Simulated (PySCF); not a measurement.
## Core-level binding energies of `c1cc2[se]ccc2s1`

Species: C6H4SSe.
Bonds: C1–C2 (aromatic), C2–C3 (aromatic), C3–Se4 (aromatic), Se4–C5 (aromatic), C5–C6 (aromatic), C6–C7 (aromatic), C7–S8 (aromatic), C1–S8 (aromatic), C3–C7 (aromatic). Hydrogens: H9 on C1; H10 on C2; H11 on C5; H12 on C6.

The calculation used delta-SCF UKS SCAN, pcX-2 on the ionised atom, pcseg-1 elsewhere, spin-free X2C (PySCF 2.14.0). Binding energies are ΔSCF values: E(core-ionised, relaxed orbitals) − E(ground state) at a fixed geometry, referred to the vacuum level.

Task: Give the core binding energies atom by atom.

Result: 
| atom(s) | bonded to | level | binding energy (eV) | above the level's lowest (eV) | count |
| --- | --- | --- | --- | --- | --- |
| S8 | 2 C (aromatic in the SMILES) | S 1s | 2477.73 | 0.00 | 1 |
| C7 | S (aromatic in the SMILES) and 2 C (aromatic in the SMILES) | C 1s | 290.68 | +0.34 | 1 |
| C3 | 2 C (aromatic in the SMILES) and Se (aromatic in the SMILES) | C 1s | 290.54 | +0.20 | 1 |
| C1 | S (aromatic in the SMILES), C (aromatic in the SMILES) and H | C 1s | 290.50 | +0.16 | 1 |
| C6 | 2 C (aromatic in the SMILES) and H | C 1s | 290.43 | +0.09 | 1 |
| C2 | 2 C (aromatic in the SMILES) and H | C 1s | 290.43 | +0.09 | 1 |
| C5 | Se (aromatic in the SMILES), C (aromatic in the SMILES) and H | C 1s | 290.34 | 0.00 | 1 |

The listed C 1s values span 0.34 eV, from C5 (bonded to Se (aromatic in the SMILES), C (aromatic in the SMILES) and H) to C7 (bonded to S (aromatic in the SMILES) and 2 C (aromatic in the SMILES)). The widest gap between neighbouring values is 0.14 eV, between 290.54 and 290.68 eV. The values 290.43 and 290.43 eV; the values 290.50 and 290.54 eV lie too close for their order to be trusted.

Task: Which photon wavelength matches the C 1s of C1 threshold?

Result: λ = hc/E = 12398.42 eV Å / 290.50 eV = 42.680 Å.

Not every level is listed. No level of selenium is listed. Isolated species at its PBE0-D3(BJ)/def2-SVP geometry, gas phase.
